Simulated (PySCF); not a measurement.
Calculated NMR parameters of C[Si]1(F)OC(=O)C(=O)O1

- Formula: C3H3FO4Si
- SMILES: C[Si]1(F)OC(=O)C(=O)O1
- Point group of the computed structure: Cs
- Degrees of unsaturation: 3
- Carbon signals: 2
- Proton signals: 1

Atoms are numbered as in `[CH3:1][Si:2]1([F:3])[O:4][C:5](=[O:6])[C:7](=[O:8])[O:9]1`. Each H is labelled by its parent atom.

- geometry: GFN2-xTB
- NMR shieldings at PBE0/pcSseg-1/GIAO
- code: PySCF
- one conformer, in vacuum, rapidly exchanging positions averaged, non-relativistic

Shifts are taken against calculated references (same method and geometry level): TMS for 1H, 13C, 29Si; 19F against CFCl3; 17O against H2O.

| carbon | δC, type | δH (multiplicity) | HMBC from (2–3 bonds) | span of the C tensor (ppm) |
| --- | --- | --- | --- | --- |
| C1 | -4.5, CH3 | 0.73 (m) | – | 16 |
| C5/C7 | 156.2, C | – | – | 172 |

Other nuclei:
```
atoms  nucleus                                        environment  δ (ppm)  σ (ppm)
   F3      19F                              fluorine bonded to Si   -136.2    307.1
  Si2     29Si  silicon bonded to C, F, 2 O, in a 5-membered ring    -28.6    377.7
O6/O8      17O                                    carbonyl oxygen    477.9   -141.8
O4/O9      17O       oxygen bonded to C, Si, in a 5-membered ring    225.6    110.5
```

- Carbon types of the structure: 2 × C, 1 × CH3, which accounts for all hydrogens.
- δC 156.2: carbonyl carbon.
- δC -4.5: methyl carbon bonded to Si; an electropositive neighbour leaves it electron-rich and shielded.
- δH 0.73: hydrogen on a methyl carbon bonded to Si; an electropositive neighbour shields it, as in TMS itself.

Splittings by 19F in the carbon and heteronuclear signals aren't shown, as no couplings were computed. Shifts are as computed. Against solution values, carbons near 30 ppm lie about +3 ppm off and those near 130 ppm about +5 ppm. Of 1211 compounds with measured shifts, 218 miss one by over three times the rms of a fit or turn the order of signals round; such compounds aren't used in these exercises. Unscaled 19F shifts against computed CFCl3 carry errors that often reach 10 to 50 ppm. Unscaled 17O shifts of doubly bonded oxygen tend to come out too high, by tens of ppm or more. Experimental scales use liquid or dissolved standards, which lie at an offset from isolated H2O (liquid H2O: subtract about 36 ppm).
